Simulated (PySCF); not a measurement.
Trend along group 14: MCl molecules

PBE0 with triple-zeta basis sets in PySCF, for the lowest determinant that a PBE0 search found; no spin–orbit coupling. De refers to high-spin ground-configuration atoms. A positive dipole means M(−)Cl(+).

```csv
M,basis,state (unpaired electrons),Re (Å),ωe (cm⁻¹),De (eV),μ (D)
C,def2-TZVPP,doublet (π ↑),1.645,892,4.39,1.55
Si,x2c-TZVPPall,doublet (π ↑),2.068,534,4.44,-0.79
Ge,def2-TZVPP,doublet (π ↑),2.173,408,4.14,-1.64
Sn,def2-TZVPP,doublet (π ↑),2.368,350,3.95,-2.61
Pb,x2c-TZVPPall,doublet (π ↑),2.453,319,3.80,-3.47
```

**Question.** By what factor does the bond length vary along the series?

**Answer.** At PBE0 it runs from 1.645 Å (CCl) to 2.453 Å (PbCl), a factor of 1.49.

The rows differ in basis set, which adds steps of its own.

Down a group the atoms grow and get heavier, so bonds lengthen and wavenumbers fall; this series shows no clear exception.

Spin–orbit coupling is left out, which matters for elements this heavy, above all for dissociation energies. States were picked by a PBE0 search and need not be the measured ground states.
